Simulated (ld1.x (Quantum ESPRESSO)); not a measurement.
## Scattering properties, TM potential for N

ld1.x (Quantum ESPRESSO) 7.5 input, shortened:

```
&input
   title='N', zed=7., rel=1, dft='PBE', iswitch=3,
   config='[He] 2s2 2p2'
 /
 &inputp
   pseudotype=2, tm=.true., lloc=1,
   nlcc=.true.
 /
2
2S  1  0   2.00   0.00  0.70  0.70  0.0
2P  2  1   2.00   0.00  1.65  1.65  0.0
 &test
   configts(1)='2s2 2p2'
 /
```

The phase is arctan(r·u′/u) with u = r·R(r), unwrapped; energies in Ry, scanned from -4 to 5 Ry. A pole is an energy at which the radial function vanishes at the test radius. The pseudo phase is shifted by a multiple of π to meet the all-electron one at the reference energy, and phase errors are pseudo minus all-electron; the curves can meet again beyond the range given. Levels narrower than the energy grid can be missing from the lists of poles.

| channel | radius (bohr) | reference energy (Ry) | poles, all-electron | poles, pseudo | unbroken range about the reference energy with phases within 0.05 rad | phase error 1 Ry above the reference energy (rad) |
| --- | --- | --- | --- | --- | --- | --- |
| s | 1.80 | -2.39 | -1.28 | -1.26 | below 2.4 | +0.003 |
| p | 1.80 | -1.52 | -0.54 | -0.50 | below 1.6 | +0.008 |

Phases in the p channel:

```json
{"E (Ry)": "-4.00", "all-electron": "1.201", "pseudo": "1.205"}
{"E (Ry)": "-3.52", "all-electron": "1.146", "pseudo": "1.151"}
{"E (Ry)": "-3.04", "all-electron": "1.056", "pseudo": "1.063"}
{"E (Ry)": "-2.56", "all-electron": "0.875", "pseudo": "0.884"}
{"E (Ry)": "-2.08", "all-electron": "0.370", "pseudo": "0.380"}
{"E (Ry)": "-1.60", "all-electron": "-0.772", "pseudo": "-0.772"}
{"E (Ry)": "-1.12", "all-electron": "-1.339", "pseudo": "-1.336"}
{"E (Ry)": "-0.64", "all-electron": "-1.543", "pseudo": "-1.536"}
{"E (Ry)": "-0.16", "all-electron": "-1.651", "pseudo": "-1.640"}
{"E (Ry)": "0.32", "all-electron": "-1.729", "pseudo": "-1.712"}
{"E (Ry)": "0.80", "all-electron": "-1.797", "pseudo": "-1.771"}
{"E (Ry)": "1.28", "all-electron": "-1.868", "pseudo": "-1.829"}
{"E (Ry)": "1.76", "all-electron": "-1.953", "pseudo": "-1.893"}
{"E (Ry)": "2.24", "all-electron": "-2.070", "pseudo": "-1.971"}
{"E (Ry)": "2.72", "all-electron": "-2.251", "pseudo": "-2.076"}
{"E (Ry)": "3.20", "all-electron": "-2.567", "pseudo": "-2.233"}
{"E (Ry)": "3.68", "all-electron": "-3.099", "pseudo": "-2.487"}
{"E (Ry)": "4.16", "all-electron": "-3.682", "pseudo": "-2.903"}
{"E (Ry)": "4.64", "all-electron": "-4.060", "pseudo": "-3.438"}
```
